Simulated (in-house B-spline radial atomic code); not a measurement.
Ionisation energies along the 58-electron series, configuration 1s2 2s2 2p6 3s2 3p6 3d10 4s2 4p6 4d10 4f5/2(4) 5s2 5p6, as differences of self-consistent energies. Dirac energy differences include first-order Breit, QED and recoil terms. NIST's values go from ground level to ground level; the uncertainty of those that are theory runs from under 0.1 % in few-electron ions to several per cent in heavy many-electron ones. Computed with a B-spline radial code for spherical atoms: Dirac-Hartree-Fock, jj configuration that fills j = l - 1/2 first, finite nuclei.

A number in brackets counts the electrons of a j subshell.

```
 ion  configuration after  ionisation energy (eV)  IE/(q+1)² (eV)  -ε less Coulomb ΔSCF (eV)  Breit and QED recoil part (eV)  tabulated value (eV)  computed minus tabulated (eV)
Nd2+        [Xe] 4f5/2(3)                   19.42          2.1578                     3.9197                         0.10191                 22.09                          -2.67
Pm3+        [Xe] 4f5/2(3)                   38.68          2.4172                     3.9601                         0.12234                 41.17                          -2.49
Sm4+        [Xe] 4f5/2(3)                   60.58          2.4233                     3.9965                         0.13737                  62.7                          -2.12
```

How far is this level of theory from the measured and semi-empirical values?

Over those 3 rows the differences run from -2.67 to -2.12 eV (mean absolute value 2.4 eV). The calculation leaves out correlation and, in open shells, the multiplet splittings that an average leaves out.
